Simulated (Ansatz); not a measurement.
```yaml
crystal:
  periodic: [false, false, false]
  atoms:
    - {symbol: P, position_ang: [-3.606469, -1.163856, 2.250861]}
    - {symbol: P, position_ang: [-3.735858, 1.888192, -0.664357]}
    - {symbol: P, position_ang: [-1.114381, -3.859662, 1.660618]}
    - {symbol: P, position_ang: [1.400768, -3.652517, -0.846756]}
    - {symbol: P, position_ang: [-1.280679, 1.645597, -3.536078]}
    - {symbol: P, position_ang: [1.345564, -0.844209, -3.552442]}
    - {symbol: P, position_ang: [-1.313280, -1.007150, -0.840708]}
    - {symbol: P, position_ang: [-1.214439, 1.722189, 1.905785]}
    - {symbol: P, position_ang: [1.388530, -1.046875, 1.923187]}
    - {symbol: P, position_ang: [1.456045, 1.743156, -0.847812]}
    - {symbol: P, position_ang: [-1.104557, 4.401749, -0.922176]}
    - {symbol: P, position_ang: [3.983508, -1.045612, -0.884165]}
    - {symbol: P, position_ang: [3.717043, 1.911047, 2.073363]}
    - {symbol: Ga, position_ang: [-2.622164, -2.507117, 0.457131]}
    - {symbol: Ga, position_ang: [-2.711781, 0.290036, -2.210985]}
    - {symbol: Ga, position_ang: [-2.954915, 0.899584, 3.368645]}
    - {symbol: Ga, position_ang: [-2.457560, 3.354421, 0.762258]}
    - {symbol: Ga, position_ang: [0.005198, -2.373952, -2.294306]}
    - {symbol: Ga, position_ang: [0.129295, -5.383889, 0.265512]}
    - {symbol: Ga, position_ang: [-0.015070, -2.455992, 3.289222]}
    - {symbol: Ga, position_ang: [2.785796, -2.467807, 0.683717]}
    - {symbol: Ga, position_ang: [0.001131, 0.361866, -5.156487]}
    - {symbol: Ga, position_ang: [0.255592, 3.046638, -2.397076]}
    - {symbol: Ga, position_ang: [2.847443, 0.525394, -2.319094]}
    - {symbol: Ga, position_ang: [0.119596, 0.309740, 0.494066]}
    - {symbol: Ga, position_ang: [2.573601, 0.291833, 3.505127]}
    - {symbol: Ga, position_ang: [2.617641, 3.362959, 0.481944]}
    - {symbol: H, position_ang: [-3.896135, -2.103726, 3.289620]}
    - {symbol: H, position_ang: [-4.963757, -0.942556, 1.838449]}
    - {symbol: H, position_ang: [-4.712211, 2.669172, -1.363511]}
    - {symbol: H, position_ang: [-4.637696, 1.198908, 0.207998]}
    - {symbol: H, position_ang: [-2.014606, -4.679175, 2.421700]}
    - {symbol: H, position_ang: [2.307160, -4.319842, -1.737106]}
    - {symbol: H, position_ang: [-2.126267, 2.518058, -4.299134]}
    - {symbol: H, position_ang: [2.183735, -1.686652, -4.356756]}
    - {symbol: H, position_ang: [-0.288709, 2.456494, 2.712053]}
    - {symbol: H, position_ang: [-1.935840, 5.308409, -1.657570]}
    - {symbol: H, position_ang: [-0.284537, 5.364877, -0.257073]}
    - {symbol: H, position_ang: [4.781535, -1.888213, -1.724701]}
    - {symbol: H, position_ang: [5.062193, -0.357060, -0.239746]}
    - {symbol: H, position_ang: [4.794315, 1.270314, 1.381623]}
    - {symbol: H, position_ang: [4.529279, 2.746463, 2.909076]}
    - {symbol: H, position_ang: [-3.823328, -3.159432, -0.341438]}
    - {symbol: Xx, position_ang: [-3.884758, -0.414506, -2.999263]}
    - {symbol: H, position_ang: [-4.193722, 1.871993, 3.103615]}
    - {symbol: H, position_ang: [-2.433241, 0.585946, 4.818435]}
    - {symbol: H, position_ang: [-3.332136, 4.401052, 1.553766]}
    - {symbol: H, position_ang: [-0.876798, -3.277628, -3.247255]}
    - {symbol: H, position_ang: [-0.841757, -6.059163, -0.793267]}
    - {symbol: H, position_ang: [1.103268, -6.250501, 1.169849]}
    - {symbol: H, position_ang: [0.921608, -3.336312, 4.217169]}
    - {symbol: H, position_ang: [-1.155615, -1.546621, 3.922511]}
    - {symbol: H, position_ang: [3.828829, -3.356310, 1.469577]}
    - {symbol: H, position_ang: [-0.970299, -0.657669, -5.883767]}
    - {symbol: H, position_ang: [0.894822, 1.396144, -5.961509]}
    - {symbol: H, position_ang: [1.091828, 3.990807, -3.348160]}
    - {symbol: H, position_ang: [3.874317, 1.367220, -3.175980]}
    - {symbol: H, position_ang: [1.552701, 1.199143, 4.314819]}
    - {symbol: H, position_ang: [3.710401, -0.541210, 4.230413]}
    - {symbol: H, position_ang: [1.542304, 4.174859, 1.331403]}
    - {symbol: H, position_ang: [3.702417, 4.131552, -0.382438]}
basis:
  gaussian: {orbitals: 6-31G, fitting: {mean_field: def2-universal-jkfit}}
total_charge: -1
hamiltonian: {xc: {name: B2PLYP}}
scf: {omitted_lower_state_checks: [starts]}
```

```sh
$ ansatz run in.yaml --threads 11 --pin off --events-out ev --progress --plain --max-ram 174080MiB --backend cuda --devices 0, --max-vram 75GiB
```

Shortened log:

```
Error: YAML parse error: error: line 47 column 16: `Xx` is not an element symbol (H … Og, case-exact)
45 |     - {symbol: H, position_ang: [4.529279, 2.746463, 2.909076]}
46 |     - {symbol: H, position_ang: [-3.823328, -3.159432, -0.341438]}
47 |     - {symbol: Xx, position_ang: [-3.884758, -0.414506, -2.999263]}
48 |     - {symbol: H, position_ang: [-4.193722, 1.871993, 3.103615]}
49 |     - {symbol: H, position_ang: [-2.433241, 0.585946, 4.818435]}
```

Q: Something in this input is off. What?

A: An element symbol is wrong. The input was rejected before any iteration.
